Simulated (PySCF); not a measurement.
TDDFT excited states: [CuH9P3]+

Species: [Cu(PH3)3]+ (charge +1 and singlet state).
Cartesian coordinates in Å at the PBE0-D3(BJ)/def2-SVP level; atoms count from 1:
```xyz
13
CuH9P3 angstrom
Cu     0.0090   -0.0183   -0.0024
P      2.3055    0.0103   -0.0162
H      3.0226    1.2301    0.0626
H      2.9544   -0.5449   -1.1478
H      2.9925   -0.7084    0.9941
P     -1.1456    1.9691   -0.0103
H     -0.8249    2.9204   -1.0112
H     -1.0036    2.8043    1.1265
H     -2.5577    2.0045   -0.1253
P     -1.1475   -2.0018    0.0278
H     -2.1129   -2.2102   -0.9893
H     -1.9700   -2.2519    1.1549
H     -0.4911   -3.2554   -0.0413
```

Method used: TDDFT B3LYP/def2-SVPD, vertical, gas phase, core orbitals frozen in the response (PySCF).

Question: List the vertical singlet excitations with oscillator strengths and describe the spectrum.

Answer: 

| state | E (eV) | ν̃ (cm⁻¹) | f | main configurations (H = HOMO, L = LUMO) |
| --- | --- | --- | --- | --- |
| S1 | 4.86 | 39160 | 0.0000 | H→L (98%) |
| S2 | 4.88 | 39360 | 0.0000 | H-1→L (98%) |
| S3 | 5.78 | 46580 | 0.029 | H-2→L (96%) |
| S4 | 5.84 | 47120 | 0.0043 | H-3→L (92%) |
| S5 | 5.85 | 47160 | 0.0044 | H-4→L (92%) |
| S6 | 6.20 | 49970 | 0.0006 | H→L+2 (34%), H-1→L+3 (27%), H→L+3 (19%) |
| S7 | 6.32 | 50980 | 0.021 | H→L+1 (88%) |
| S8 | 6.34 | 51150 | 0.015 | H-1→L+1 (89%) |
| S9 | 6.50 | 52410 | 0.055 | H→L+3 (38%), H→L+2 (35%), H-1→L+2 (16%) |
| S10 | 6.53 | 52630 | 0.327 | H-1→L+2 (53%), H→L+3 (28%) |
| S11 | 6.53 | 52680 | 0.298 | H-1→L+3 (59%), H→L+2 (17%) |
| S12 | 6.91 | 55710 | 0.0040 | H→L+4 (49%), H→L+5 (43%) |
| S13 | 6.92 | 55820 | 0.0059 | H→L+5 (48%), H→L+4 (42%) |
| S14 | 6.93 | 55910 | 0.0024 | H-1→L+4 (84%) |

Triplets, Tamm–Dancoff:

```csv
state,E (eV),λ (nm),"main configurations (H = HOMO, L = LUMO)"
T1,4.60,269.6,H→L (98%)
T2,4.63,268.0,H-1→L (98%)
T3,5.26,235.5,H-2→L (98%)
T4,5.63,220.3,H-3→L (97%)
```

The lowest singlet lies at 4.86 eV (255 nm, ultraviolet) and is dark (f under 0.0005); its leading configuration is HOMO→LUMO (98%). The most intense listed level is S10/S11 at 6.53 eV (190 nm, f = 0.625 summed), 1.67 eV above S1. S4/S5 and S10/S11 lie within about 0.01 eV of each other in each set. For S1 the Löwdin share of copper is 52% in HOMO and 35% in LUMO; for S10 the Löwdin share of copper is 52% in HOMO-1 and 16% in LUMO+2. Weighted by f, the mean energy of these states is 6.49 eV. Of the 14 states listed, 6 reach f = 0.01 and 2 stay under 0.0005. The oscillator strengths of these states sum to 0.767; summed over the whole spectrum of an exact calculation they would give the number of electrons, 82 (Thomas–Reiche–Kuhn). Orbitals of the list HOMO-3 to LUMO+2 that lie within 0.01 eV of each other are written together with a slash and their weights summed (≥ marks a lower bound); for degenerate orbitals outside that list single weights are arbitrary. Only the lowest 15 singlets were computed, as vertical energies without vibronic structure. The highest level found (6.95 eV, f 0.020 so far) is left out, since the window may have cut off a degenerate partner.

On Intel Xeon Platinum 8375C at 2.90 GHz, one thread, no GPU, shared host with 128 logical CPUs at a one-minute load of 35, this took 34 s (with the writing of density and orbital grids) and 0.89 GiB of memory at its peak.
